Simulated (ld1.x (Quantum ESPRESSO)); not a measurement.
# Reading a pseudo-wave (S (Z = 16))

Columns: radius, all-electron u(r) and pseudo u(r) of the 3p shell (level -7.01 eV) of sulfur in the configuration [Ne] 3s2 3p4; PBE, scalar-relativistic, TM scheme, ld1.x (Quantum ESPRESSO) 7.5.

```
r (bohr)  all-electron   pseudo
   0.078        0.1162  -0.0062
   0.155        0.2570  -0.0239
   0.232        0.3248  -0.0519
   0.310        0.3179  -0.0886
   0.388        0.2563  -0.1309
   0.465        0.1633  -0.1760
   0.542        0.0548  -0.2222
   0.620       -0.0595  -0.2695
   0.698       -0.1706  -0.3172
   0.775       -0.2725  -0.3656
   0.852       -0.3643  -0.4161
   0.930       -0.4460  -0.4697
   1.008       -0.5162  -0.5243
   1.085       -0.5746  -0.5762
   1.162       -0.6224  -0.6225
   1.240       -0.6606  -0.6606
   1.318       -0.6895  -0.6895
   1.395       -0.7097  -0.7097
   1.472       -0.7227  -0.7227
   1.550       -0.7294  -0.7294
   1.628       -0.7305  -0.7305
   1.705       -0.7268  -0.7268
   1.782       -0.7193  -0.7193
   1.860       -0.7084  -0.7084
   1.938       -0.6948  -0.6948
   2.015       -0.6792  -0.6792
```

Problem. How many radial nodes do the two functions have?

Solution. The all-electron 3p function has n − l − 1 = 1; the pseudo-wave has 0, since the states of the same l below it are removed with the core.

Problem. At about which radius was the pseudo-wave matched?

Solution. 1.25 bohr. The columns agree to 0.0005 from 1.16 bohr on; several derivatives are matched, so the curves merge somewhat inside the radius.

Problem. Is the pseudo-wave norm-conserving?

Solution. Yes: the TM scheme keeps the norm inside the radius equal to the all-electron one, which fixes the energy derivative of the logarithmic derivative at the level.
